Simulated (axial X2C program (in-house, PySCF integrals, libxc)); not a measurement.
**GaSe⁺: from the spin-free to the two-component result**

Computed with an in-house relativistic program for diatomic molecules. Spin-free means the one-electron spin-free X2C Hamiltonian; two-component (2c) means X2C with spin–orbit coupling and atomic mean-field two-electron Coulomb and Gaunt terms, so the difference of the two also holds small scalar two-electron terms. Basis: Se dyall-cv3z [8s9p6d4f1g], Ga dyall-cv3z [9s9p7d4f1g] (cores contracted in-house); Gaussian nuclei, density fitting, unrestricted open shells. Masses: Se 79.917 u, Ga 68.926 u.

Spin-free state: M_S = 1, Λ = 1 (beyond evenly filled blocks: σα, π+α, π+β, π-α); fragments Se + Ga+.

```csv
level,Re (Å),ωe (cm⁻¹),De (eV),μ (D)
PBE0,2.435,176.4,0.512,3.22
MP2,2.434,155.3,0.312,n/a
CCSD(T),2.492,145.5,0.337,n/a
BP86,2.456,176.7,0.593,3.00
```

Correlated methods: 8 electrons correlated (number of frozen shells: Se 3 s, 2 p, 1 d; Ga 3 s, 2 p, 1 d), 276 virtual spin orbitals or spinors in MP2, 90 natural virtuals in coupled cluster.

Dipoles are positive if Ga is the positive end and refer to the centre of mass.

Two-component determinant lowest at the distance of the search:

Ω = 2 (⟨Sz⟩ = 0.99, ⟨Lz⟩ = 1.01 at HF); fragments Se + Ga+.

```
  level  Re (Å)  ωe (cm⁻¹)  De (eV)  μ (D)
   PBE0   2.444      170.9    0.576   3.21
    MP2   2.446      144.5    0.301    n/a
CCSD(T)   2.507      136.6    0.331    n/a
   BP86   2.465      171.6    0.654   3.00
```

Problem. From the two tables, how do the constants change at the CCSD(T) level (2c against spin-free)?

Solution. At the CCSD(T) level Re rises by 0.015 Å and ωe drops by 8.9 cm⁻¹; De changes by -0.006 eV.

Dissociation energies refer to the lowest single-determinant-based atoms at the same level and basis. Density functionals use the spin component along the axis (collinear). CCSD and (T) use frozen natural virtuals with an MP2 correction for the truncation; (T) itself is uncorrected, so its De runs slightly low. Without a current term, density functionals place determinants with orbital angular momentum somewhat too high. The atomic limit has a lower orbital projection than the molecule and lies lower at mean-field level, so De may be about a tenth of an eV too small. The state is one determinant with fixed occupations, lowest in a PBE0 search at one distance only: followed along the bond, the spin-free determinant M_S = 1, Λ = 0 reaches 0.29 eV lower at PBE0, so the state shown is not the lowest. With several unpaired electrons one determinant need not be a pure state. Open-shell Ω = 0 determinants with evenly filled partner blocks cannot be reached by this program, so the Ω shown need not be the lowest component. At some level and bond length an empty orbital lies below a filled one. With the outer-core shells frozen, correlated bond lengths of heavy atoms tend to come out a few hundredths of an ångström too long.
